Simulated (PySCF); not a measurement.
A species of formula C6H10F2SSi has this rotational fingerprint, computed with PBE0/pcSseg-1 in PySCF (dipole) on a GFN2-xTB geometry, gas phase:

```
Rotational constants : A = 1329, B = 684.4, C = 604.7 MHz
Dipole components    : |μa| = 0.99 D, |μb| = 1.07 D, |μc| = 0.37 D
Inertial defect      : -282.77 u·Å²
κ                    : -0.78
```

Problem. Which structure is it? (One computed conformer of each.)
A. `[CH3:1][S:2][SiH2:3][C@H:4]1[CH2:5][CH:6]=[C:7]1[CH:8]([F:9])[F:10]` with C1–S2–Si3–C4 178°, S2–Si3–C4–C5 71°, C6–C7–C8–F9 -150°
B. `[CH3:1][C:2]#[C:3][C@@H:4]([F:5])[C@@H:6]([F:7])[SiH2:8][S:9][CH3:10]` with C3–C4–C6–F7 154°, C4–C6–Si8–S9 160°, C6–Si8–S9–C10 60°
C. `[CH3:1][S:2][Si@@H:3]1[CH2:4][CH2:5][CH:6]=[C:7]([F:8])[C@H:9]1[F:10]` with C1–S2–Si3–C4 -177°, S2–Si3–C4–C5 -139°, Si3–C4–C5–C6 58°, C4–C5–C6–C7 -56°, C6–C7–C9–F10 -74°

Solution. C. It is CS[Si@@H]1CCC=C(F)[C@H]1F, an asymmetric top, point group C1. The candidates at the same level (rigid rotor, commonest isotopes):

```tsv
SMILES	A (MHz)	B (MHz)	C (MHz)	μa (D)	μb (D)	μc (D)	Δ (u·Å²)	point group	rotor
CC#C[C@@H](F)[C@@H](F)[SiH2]SC	1390	492.4	424.3	1.77	1.01	1.53	-198.70	C1	asymmetric top
CS[SiH2][C@H]1CC=C1C(F)F	1649	522.8	445.0	0.67	1.29	0.96	-137.62	C1	asymmetric top
CS[Si@@H]1CCC=C(F)[C@H]1F	1329	684.4	604.7	0.99	1.07	0.37	-282.77	C1	asymmetric top
```

`CS[SiH2][C@H]1CC=C1C(F)F` has C 26 % too low; `CC#C[C@@H](F)[C@@H](F)[SiH2]SC` has C 30 % too low. No structure here is proved a minimum.
